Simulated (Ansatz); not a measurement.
Si(F)(NHSiH3)3 (FH12N3Si4), SMILES F[Si](N[SiH3])(N[SiH3])N[SiH3].

The structure is a stationary point at B3LYP-D3(BJ)/def2-SVP. Other conformers were not sampled.

Two levels are set side by side: PBE/def2-SVPD (Ansatz, an electronic-structure program) and PBE0/def2-SVPD (Ansatz). Energy differences of separate SCF runs at the same geometry; the states with an electron removed or added have multiplicity 2 and 2. Differences are taken from unrounded values.

| quantity | PBE0 |
|---|---|
| vertical ionisation energy (eV) | 9.35 |
| vertical singlet–triplet gap (eV) | 6.15 |

**Question.** What does PBE give, and how far is it from PBE0? (An estimate is asked for; the answer gives what the named calculation found.)

**Answer.** 
```csv
quantity,PBE,PBE minus PBE0
vertical ionisation energy (eV),8.73,-0.62
vertical singlet–triplet gap (eV),5.42,-0.73
```
